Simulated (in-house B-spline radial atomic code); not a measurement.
Ionisation energies along the 4-electron series, configuration [He] 2s2, as differences of self-consistent energies. Dirac energy differences include first-order Breit, QED and recoil terms. NIST's values go from ground level to ground level; the uncertainty of those that are theory runs from under 0.1 % in few-electron ions to several per cent in heavy many-electron ones. Computed with a B-spline radial code for spherical atoms: Dirac-Hartree-Fock, average of the configuration, finite nuclei.

| ion | configuration after | ionisation energy (eV) | IE/(q+1)² (eV) | -ε less Coulomb ΔSCF (eV) | Breit and QED recoil part (eV) | tabulated value (eV) | tabulated kind | computed minus tabulated (eV) |
| --- | --- | --- | --- | --- | --- | --- | --- | --- |
| Co23+ | [He] 2s1 | 2112.4 | 3.6674 | 0.29108 | -1.2375 | 2119.4 | semi-empirical | -7 |
| Ni24+ | [He] 2s1 | 2288.5 | 3.6616 | 0.29158 | -1.3999 | 2295.6 | semi-empirical | -7 |
| Cu25+ | [He] 2s1 | 2471.9 | 3.6566 | 0.29213 | -1.5743 | 2479.1 | semi-empirical | -7 |
| Zn26+ | [He] 2s1 | 2662.6 | 3.6524 | 0.29271 | -1.7649 | 2669.9 | semi-empirical | -7 |
| Ga27+ | [He] 2s1 | ? | ? | ? | ? | ? | semi-empirical | ? |
| Ge28+ | [He] 2s1 | 3066.2 | 3.6459 | 0.29401 | -2.1907 | 3074 | semi-empirical | -8 |
| As29+ | [He] 2s1 | 3279.2 | 3.6436 | 0.29472 | -2.4299 | 3287 | semi-empirical | -8 |
| Se30+ | [He] 2s1 | 3499.7 | 3.6417 | 0.29546 | -2.6855 | 3507 | semi-empirical | -7 |
| Br31+ | [He] 2s1 | 3727.8 | 3.6404 | 0.29625 | -2.9616 | 3735 | semi-empirical | -7 |
| Kr32+ | [He] 2s1 | 3963.4 | 3.6395 | 0.29707 | -3.2549 | 3971 | semi-empirical | -8 |
| Rb33+ | [He] 2s1 | 4206.8 | 3.6391 | 0.29794 | -3.5696 | 4214 | semi-empirical | -7 |
| Sr34+ | [He] 2s1 | 4457.8 | 3.6391 | 0.29884 | -3.9045 | 4465 | semi-empirical | -7 |
| Zr36+ | [He] 2s1 | 4983.4 | 3.6402 | 0.30077 | -4.6416 | 4991 | semi-empirical | -8 |
| Nb37+ | [He] 2s1 | 5258.0 | 3.6413 | 0.30179 | -5.0442 | 5265 | semi-empirical | -7 |
| Mo38+ | [He] 2s1 | 5540.5 | 3.6427 | 0.30285 | -5.4705 | 5548 | semi-empirical | -7 |
| Tc39+ | [He] 2s1 | ? | ? | ? | ? | ? | semi-empirical | ? |
| Ru40+ | [He] 2s1 | 6129.9 | 3.6466 | 0.3051 | -6.4019 | 6137 | semi-empirical | -7 |
| Rh41+ | [He] 2s1 | 6436.8 | 3.649 | 0.30629 | -6.9083 | 6444 | semi-empirical | -7 |
| Pd42+ | [He] 2s1 | ? | ? | ? | ? | ? | semi-empirical | ? |
| Ag43+ | [He] 2s1 | 7075.4 | 3.6547 | 0.30879 | -8.006 | 7082 | semi-empirical | -7 |
| Cd44+ | [He] 2s1 | 7407.3 | 3.6579 | 0.31011 | -8.5982 | 7414 | semi-empirical | -7 |
| In45+ | [He] 2s1 | 7747.8 | 3.6615 | 0.31147 | -9.2237 | 7754 | semi-empirical | -6 |

(1) Fill in the row of Ga27+.

(2) Fill in the row of Tc39+.

(3) Fill in the row of Pd42+.

(4) How far is this level of theory from the measured and semi-empirical values?

Results:

(1) ionisation energy (eV): 2860.7; IE/(q+1)² (eV): 3.6489; -ε less Coulomb ΔSCF (eV): 0.29334; Breit and QED recoil part (eV): -1.9697; tabulated value (eV): 2868; computed minus tabulated (eV): -7.

(2) ionisation energy (eV): 5831.1; IE/(q+1)² (eV): 3.6445; -ε less Coulomb ΔSCF (eV): 0.30395; Breit and QED recoil part (eV): -5.9241; tabulated value (eV): 5838; computed minus tabulated (eV): -7.

(3) ionisation energy (eV): 6751.9; IE/(q+1)² (eV): 3.6517; -ε less Coulomb ΔSCF (eV): 0.30752; Breit and QED recoil part (eV): -7.4422; tabulated value (eV): 6759; computed minus tabulated (eV): -7.

(4) Over those 22 rows the differences run from -7.78 to -6.24 eV (mean absolute value 7.2 eV). The calculation leaves out correlation and, in open shells, the multiplet splittings that an average leaves out.
